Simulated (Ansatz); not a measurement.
Compare A (`[SiH3]C[O][AlH][SiH3]`) with its isomer B (`C[SiH2][AlH][O][SiH3]`).

Gas-phase electronic energies from Ansatz, PBE0-D4/def2-TZVP geometries. CCSD(T)/CBS is the MP2 limit (def2-TZVPP, def2-QZVPP) plus CCSD(T) − MP2 in def2-TZVPP, frozen cores. DFT in def2-TZVPP. B3LYP here is the variant with VWN-RPA as its local correlation; programs differ in this. Each species was taken in one conformer, which may not be the lowest.

Problem. Which is lower in electronic energy at CCSD(T)/CBS, and by how much? (Best estimate.)

Solution. Ansatz gave: B, by 220.5 kJ/mol.

Problem. Give E(B) − E(A) in kJ/mol with PBE0-D4, r2SCAN-D4, CCSD/def2-TZVPP, PBE-D4, HF/def2-TZVPP, B3LYP-D4, B2PLYP. (Estimate.)

Solution. The calculation gave: PBE0-D4 -208.4, r2SCAN-D4 -214.9, CCSD/def2-TZVPP -220.4, PBE-D4 -197.6, HF/def2-TZVPP -232.2, B3LYP-D4 -211.4, B2PLYP -219.5. None reverses the order clearly.

Largest T1 diagnostic: 0.014.

In def2-TZVPP, CCSD(T) changes the Hartree–Fock value by +14.9 kJ/mol (the triples alone add +3.1 kJ/mol) and MP2 by +4.3 kJ/mol. From PBE to PBE0 (25 % exact exchange), in def2-TZVPP and without D4, E(B) − E(A) moves by −10.6 kJ/mol.
